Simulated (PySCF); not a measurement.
## Working with the constants of KNa⁺

UHF-CCSD(T) constants of KNa⁺, ²Σ⁺ (doublet), unpaired electrons σ ↑ (K pcseg-1, Na pcseg-1; no relativity (PySCF 2.14); masses 38.9637 and 22.9898 u):

```
ωe              : 97.1 cm⁻¹
ωexe            : 0.298 cm⁻¹
Be              : 0.067672 cm⁻¹
αe              : 0.000277 cm⁻¹
D (centrifugal) : 1.31e-07 cm⁻¹
De to K⁺ + Na   : 0.56 eV
```

Question: Give the vibrational terms G(v) and spacings up to v = 6.

Answer: G(v) = ωe(v+½) − ωexe(v+½)².

| v | G(v) (cm⁻¹) | G(v) − G(v−1) | Bv (cm⁻¹) |
| --- | --- | --- | --- |
| 0 | 48.5 |  | 0.06753 |
| 1 | 145.0 | 96.5 | 0.06726 |
| 2 | 240.9 | 95.9 | 0.06698 |
| 3 | 336.2 | 95.3 | 0.06670 |
| 4 | 430.9 | 94.7 | 0.06643 |
| 5 | 525.0 | 94.1 | 0.06615 |
| 6 | 618.6 | 93.5 | 0.06587 |

Question: How well does the Morse estimate ωe²/(4ωexe) reproduce De, and what is D0?

Answer: It gives 0.98 eV, 175 % of the computed De. D0 = De − G(0) = 0.56 − 0.01 = 0.55 eV.

Correlated steps freeze 6 core orbitals. Correlated levels converge slowly with the basis: in double zeta they bind strong bonds too weakly, by up to about 1 eV, and carry superposition errors of some tenths. For an ion De counts to the pair picked by the measured ionisation energies or electron affinities, which need not be the lowest pair at this level. The state is the lowest determinant that a PBE0 search found; another state may lie lower at other levels.
